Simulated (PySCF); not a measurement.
From orbital energies to the Hartree-Fock energy

System: F2Mg (SMILES [F][Mg][F]), singlet, geometry from GFN2-xTB (such geometries of metal compounds can be far from the true shape). Level: HF/STO-3G run with PySCF. Sums are taken with unrounded values, so a last digit can differ.

Occupied orbital energies (Eh, each doubly occupied): -48.52842, -25.63222, -25.63208, -3.65235, -2.09369, -2.08947, -2.08896, -1.26781, -1.25986, -0.33893, -0.31028, -0.30135, -0.29310, -0.28809, -0.28057. One-electron energy -719.96343 Eh, nuclear repulsion 80.81484 Eh.

### Question
Work out the total energy, and say why twice the sum of orbital energies isn't the electronic energy.

### Answer
Twice the sum of the occupied levels is -228.11436 Eh. It holds the one-electron energy once and the electron-electron energy twice, since each pair is counted from both sides: 2Σε = E1 + 2 E2. So E2 = (-228.11436 - (-719.96343))/2 = 245.92453 Eh, and E = E1 + E2 + E_nuc = -393.22406 Eh. PySCF's converged energy is -393.22406 Eh.
